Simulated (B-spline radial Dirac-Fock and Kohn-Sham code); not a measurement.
## What relativity does to the binding energies of Re⁶⁶⁺

System: the Re⁶⁶⁺ ion, configuration [He] 2s2 2p5.

Both columns are ΔSCF binding energies of the configuration average from a B-spline atomic structure program: non-relativistic Hartree-Fock with a point nucleus, and Dirac-Fock with a finite nucleus and the Coulomb interaction alone, averaged over the two j levels with weights 2j+1.

```
shell  Hartree-Fock (eV)  Dirac-Fock (eV)  shift (eV)  shift (%)
   1s            72178.1          78427.9    +6249.77      +8.66
   2s            16584.2          18399.8    +1815.60     +10.95
   2p            16243.6          16955.3     +711.73      +4.38
```

Relativity binds 1s, 2s, 2p more strongly, among those listed most of all 2s in relative terms.

Values without a named source are computed, but for edge energies of neutral atoms, which are taken from tables.
